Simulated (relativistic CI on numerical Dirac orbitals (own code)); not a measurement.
Re49+: what numerical and physical settings do to a radial Dirac CI calculation

Reference input:

```
atom Re  Z=75  charge=49  electrons=26
nucleus A=187  rms_radius_fm=5.3698
hamiltonian dirac-coulomb  breit=on  qed=on  c_scale=1
orbitals kli  potential=per-configuration
slater_scale 1
correlation none
mixing on
grid step=0.0125 r_max=2.6
scf mixing=0.4 start=green max_iterations=150 tolerance=2e-08 node_fill=0.05
configurations
  [Ar] 3d8
  [Ne] 3s2 3p5 3d9
  [Ne] 3s2 3p4 3d10
end
```

Computed lowest total energy -14791.96803 Ha, first excitation 75564.0 cm⁻¹, 30 SCF steps. Runs with settings changed; * marks those that are bad on purpose (the QED terms keep the true α when c is scaled):

| Changed | Outcome | Lowest level | ΔE (Ha) | First excitation (cm⁻¹) | SCF steps | Message |
| --- | --- | --- | --- | --- | --- | --- |
| nuclear radius 4.8328 fm, end of the grid at 1.3 bohr | converged | 3p6 3d8 3F_4 | -0.44 | 75563.9 | 30 |  |
| speed of light × 1.25 | converged | 3p6 3d8 3F_4 | 350 | 74996.1 | 30 |  |
| SCF tolerance 0.0001 | converged | 3p6 3d8 3F_4 | -6.06e-06 | 75563.9 | 21 |  |
| start potential thomas-fermi, SCF mixing 0.05, SCF tolerance 1e-06 | converged | 3p6 3d8 3F_4 | -1.18e-08 | 75564.0 | 27 |  |
| grid step 0.002 * | refused |  |  |  | 0 | the grid has 7386 points, outside 40 to 4096 |
| SCF mixing 1.3 * | converged | 3p6 3d8 3F_4 | 6.66e-10 | 75564.0 | 27 |  |
